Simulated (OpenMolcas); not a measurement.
# Potential curves of TaH⁺: spin-free states

Calculated with OpenMolcas 26.06: state-averaged CASSCF(5,7) over Ta 6s 5d, H 1s, XMS-CASPT2 (IPEA 0.25, imaginary shift 0.2 hartree), scalar X2C, ANO-RCC-VDZP, then RASSI spin–orbit state interaction with atomic mean-field integrals. C2 symmetry about the axis (a holds Σ, Δ, Γ; b holds Π, Φ, H; Σ⁺ and Σ⁻ are not told apart); roots by multiplicity and irrep: 4b 6, 4a 4, 2b 6, 2a 8.

XMS-CASPT2 energies in eV from the lowest point. Curves are followed by energy order within each symmetry, so they are adiabatic and may change character at avoided crossings; Σ⁺ and Σ⁻ are counted together.

| R (Å) | (1)4Σ | (1)4Φ | (1)2Π | (1)4Δ | (1)2Δ | (2)4Σ | (1)2Φ |
| --- | --- | --- | --- | --- | --- | --- | --- |
| 1.565 | 0.272 | 0.258 | 0.539 | 0.950 | 0.923 | 1.160 | 1.279 |
| 1.635 | 0.092 | 0.097 | 0.392 | 0.757 | 0.771 | 1.013 | 1.114 |
| 1.687 | 0.024 | 0.041 | 0.346 | 0.687 | 0.721 | 0.966 | 1.056 |
| 1.739 | 0.000 | 0.030 | 0.346 | 0.648 | 0.710 | 0.962 | 1.044 |
| 1.800 | 0.019 | 0.061 | 0.382 | 0.655 | 0.744 | 1.000 | 1.073 |
| 1.861 | 0.076 | 0.129 | 0.459 | 0.700 | 0.818 | 1.073 | 1.141 |
| 1.948 | 0.209 | 0.275 | 0.620 | 0.808 | 0.971 | 1.221 | 1.282 |
| 2.087 | 0.497 | 0.580 | 0.936 | 1.054 | 1.286 | 1.522 | 1.591 |
| 2.348 | 1.119 | 1.214 | 1.593 | 1.575 | 1.948 | 2.124 | 2.223 |

**Question.** With masses 180.948 and 1.008 u, fit the curves (1)4Σ, (1)4Φ, (1)2Π, (2)4Σ, (1)2Φ near their minima.

**Answer.** At XMS-CASPT2, Te from the lowest curve (the fit fixes ωe to a per cent or two; the method's Re and ωe can be off by some per cent):

```csv
curve,Te (cm⁻¹),Re (Å),ωe (cm⁻¹)
(1)4Σ,0,1.744,1892.9
(1)4Φ,230,1.728,1928.6
(1)2Π,2760,1.716,1906.3
(2)4Σ,7740,1.719,1922.9
(1)2Φ,8410,1.730,1933.7
```

The 7 lowest clean curves are shown; the next is (2)4Π, from 1.08 eV. Left out for impure symmetry, kinks or missing points, though low: (1)4Π. Only roots inside an energy window near the equilibrium distance were included, so the list of states is not complete; labels number the states computed. Each spin and symmetry block has orbitals of its own, averaged over its own roots, so gaps between blocks are less sure than gaps within one and near the minimum can be off by tenths of an eV, in bad cases by more. No Rydberg orbitals are active, so Rydberg states, and σ→σ* states whose orbital the CASSCF left unused, can be missing between those listed. CASPT2 splits the two components of degenerate states numerically, here by up to 27 cm⁻¹. For d and f metals this valence active space lacks a second d shell: the order of states is not reliable within half an eV or more, and the lowest computed state need not be the true ground state.
